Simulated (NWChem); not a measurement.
Species: C₄H₇F; SMILES CCC(F)=C

```xyz
12

C     -0.9801     1.5563    -0.1703
C     -0.1014     0.5827     0.0537
F      1.2016     0.7986    -0.1853
C     -0.3583    -0.7984     0.5533
C      0.1135    -1.8812    -0.4126
H     -0.6501     2.5291    -0.5384
H     -2.0409     1.3905     0.0168
H     -1.4332    -0.8995     0.7640
H      0.1676    -0.9132     1.5181
H      1.1868    -1.7728    -0.6263
H     -0.0490    -2.8828     0.0116
H     -0.4286    -1.8228    -1.3687
```
Atoms are numbered in this order, from 1.

All runs: NWChem. Geometry: optimised at PBE0/def2-SVP. Level: PBE0/def2-SVP with SMD (1 M gas to 1 M solution), gas-phase geometry.

For solvent toluene:

```yaml
solvation free energy (kcal/mol): -2.6
cavity-dispersion-structure term (kcal/mol): -1.0
dipole in solution (D): 1.65
```

How do the values read with solvent water instead?

The solvation free energy (kcal/mol) comes out as 1.2 and the cavity-dispersion-structure term (kcal/mol) is 4.0. The dipole in solution (D) is 1.85.
